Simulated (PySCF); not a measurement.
Ti(Cl)4(NH3) (Cl₄H₃NTi), SMILES [Cl][Ti]([Cl])(<-[NH3])([Cl])[Cl], multiplicity 1.

Coordinates come from a ωB97X-D3(BJ)/def2-SVP optimisation. The multiplicity is an assumed one; other spin states were not compared.

Two levels are set side by side: PBE/def2-TZVP (PySCF) and CAM-B3LYP/def2-TZVP (PySCF). Same geometry, gas phase. Differences are taken from unrounded values.

```
quantity                       PBE
---------------------------  -----
orbital gap (eV)              3.31
highest occupied level (eV)  -7.41
lowest empty level (eV)      -4.10
dipole moment (D)             4.83
mean polarisability (bohr³)  103.5
```

**Question.** These are the PBE values. What does CAM-B3LYP give? (An estimate is asked for; the answer gives what the named calculation found.)

**Answer.** 
```tsv
quantity	CAM-B3LYP	PBE minus CAM-B3LYP
orbital gap (eV)	7.84	-4.52
highest occupied level (eV)	-10.08	2.67
lowest empty level (eV)	-2.24	-1.86
dipole moment (D)	5.08	-0.25
mean polarisability (bohr³)	98.1	5.5
```

PBE's occupied levels lie high since its potential decays too fast outside the molecule; exact exchange lowers them and widens the gap. Loosely held outer electrons make PBE densities more polarisable. Differences between two approximate levels are no errors against the true value.

Rough cost on one machine, each run with all the roots and properties that it gave: CAM-B3LYP against PBE within a factor of 2.
